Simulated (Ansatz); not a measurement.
Al(PH3)Cl3 (AlPH₃Cl₃), relaxed as a singlet with RKS PBE-D4/def2-SVP in Ansatz, starting from the GFN2-xTB geometry. Force threshold 0.02 eV/Å.

Start:

```xyz
8

Al    0.531   -1.298   -0.452
P    -0.411    1.000    0.356
H    -1.745    1.145    0.684
H    -0.338    2.105   -0.470
H     0.090    1.621    1.483
Cl   -0.746   -1.550   -2.032
Cl    0.177   -2.353    1.267
Cl    2.441   -0.670   -0.836
```

Q: Estimate the energy that the relaxation releases and the steps that it takes.

A: 0.27 eV, in 5 steps; 7 s on 2 threads of AMD EPYC 7R13 on a shared host. No frequencies were taken in this run, so the end may be a saddle point.

Q: Does the start keep its bonding and symmetry?

A: By distances, no bond broke or formed. The bond that changes most is Al1–P2, from 2.61 to 2.49 Å (atoms count from 1).

Q: Predict the relaxed structure.

A: 
```xyz
8

Al    0.494   -1.208   -0.421
P    -0.402    0.982    0.345
H    -1.785    1.056    0.690
H    -0.316    2.086   -0.555
H     0.172    1.572    1.511
Cl   -0.797   -1.521   -2.080
Cl    0.139   -2.351    1.335
Cl    2.495   -0.617   -0.825
```
Bond lengths: 3 × Al–Cl 2.12 to 2.13 Å; 1 × Al–P 2.49 Å; 3 × H–P 1.43 Å.
